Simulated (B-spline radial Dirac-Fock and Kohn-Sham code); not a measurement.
Calculated with a radial B-spline solver, using Dirac-Fock energy differences between relaxed states, corrected for Breit and QED terms. Free neutral atoms.

Q: Order these X-ray lines by photon energy, lowest first.
A. W Mα1
B. Sr Lβ6
C. Zn Lβ6
D. Kr Lα1
E. Hf Mα2
F. Gd Mγ

A: C (1020.7 eV), F (1402.4 eV), D (1587.2 eV), E (1646.0 eV), A (1777.9 eV), B (1898.8 eV).
